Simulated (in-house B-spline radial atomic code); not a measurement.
## Co⁺: [Ar] 3d7 4s1 (an excited or competing configuration)

All numbers are computed (non-relativistic PBE, spin-polarised, spherical fractional occupations; point nucleus) with a radial B-spline atomic code at the basis-set limit, not measured.

Z_r = [3n² - l(l+1)]/(2<r>); Z_e = n√(-2ε); the last column is Slater's effective charge. Values are occupation-weighted means over spin.

```tsv
shell	electrons	ε (eV)	<r> (bohr)	Z_r	Z_e	Slater
1s	2	-7524.3	0.05691	26.36	23.52	26.70
2s	2	-891.13	0.2587	23.19	16.19	22.85
2p	6	-774.77	0.2262	22.10	15.09	22.85
3s	2	-108.24	0.7835	17.23	8.46	15.75
3p	6	-73.469	0.8207	15.23	6.97	15.75
3d	7	-17.515	1.039	10.11	3.40	6.90
4s	1	-13.258	2.611	9.19	3.95	4.25
```

The least bound orbital is 4s up at -13.26 eV, and it is also the most diffuse (<r> = 2.611 bohr).
